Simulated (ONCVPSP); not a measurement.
**titanium ONCV: all-electron and pseudo phase curves**

ONCVPSP 4.0.1 input, shortened (lines: element, Z, core and valence counts, functional; n l f; lmax; l rc ep ncon nbas qcut; lloc lpopt rc5 dvloc0; l nproj debl; icmod fcfact rcfact), Wu-Cohen, non-relativistic:

```
  Ti 22.00    3    3  -118130      upf
    1    0    2.00
    2    0    2.00
    2    1    6.00
    3    0    2.00
    3    1    6.00
    3    2    1.00
    2
    0    1.30    0.00    5    8    9.60
    1    1.10    0.00    4    7    8.80
    2    2.00    0.00    4    8    7.80
    4    5    0.70    0.00
    0    2    3.30
    1    1    0.70
    2    2    3.10
    3    4.25    1.30
```

In the s channel the program set the typed energies aside and used -3.456, 0.250 Ha.

The phase is arctan(r·R′/R) of the radial function R(r), unwrapped; energies in Ha, scanned from -5 to 5 Ha. A pole is an energy at which the radial function vanishes at the test radius. The pseudo phase is shifted by a multiple of π to meet the all-electron one at the reference energy, and phase errors are pseudo minus all-electron; the curves can meet again beyond the range given. Levels narrower than the energy grid can be missing from the lists of poles.

| channel | radius (bohr) | reference energy (Ha) | poles, all-electron | poles, pseudo | unbroken range about the reference energy with phases within 0.05 rad | phase error 1 Ha above the reference energy (rad) |
| --- | --- | --- | --- | --- | --- | --- |
| s | 1.32 | -3.46 | -1.89 | -1.89 | the whole range | -0.000 |
| p | 1.12 | -2.60 | 0.91 | 0.72 | below 2.8 | -0.002 |
| d | 2.03 | -1.28 | -1.00, 3.04 | -1.00, 3.00 | below 4.2 | -0.008 |

Phases in the s channel:

| E (Ha) | all-electron | pseudo |
| --- | --- | --- |
| -4.96 | 0.296 | 0.295 |
| -4.48 | -0.349 | -0.349 |
| -4.00 | -0.900 | -0.900 |
| -3.52 | -1.202 | -1.202 |
| -3.04 | -1.368 | -1.368 |
| -2.56 | -1.472 | -1.472 |
| -2.08 | -1.546 | -1.546 |
| -1.60 | -1.604 | -1.604 |
| -1.12 | -1.654 | -1.654 |
| -0.64 | -1.701 | -1.701 |
| -0.16 | -1.748 | -1.748 |
| 0.32 | -1.800 | -1.800 |
| 0.80 | -1.860 | -1.860 |
| 1.28 | -1.936 | -1.936 |
| 1.76 | -2.040 | -2.040 |
| 2.24 | -2.194 | -2.195 |
| 2.72 | -2.443 | -2.446 |
| 3.20 | -2.848 | -2.856 |
| 3.68 | -3.372 | -3.386 |
| 4.16 | -3.807 | -3.821 |
| 4.64 | -4.077 | -4.090 |
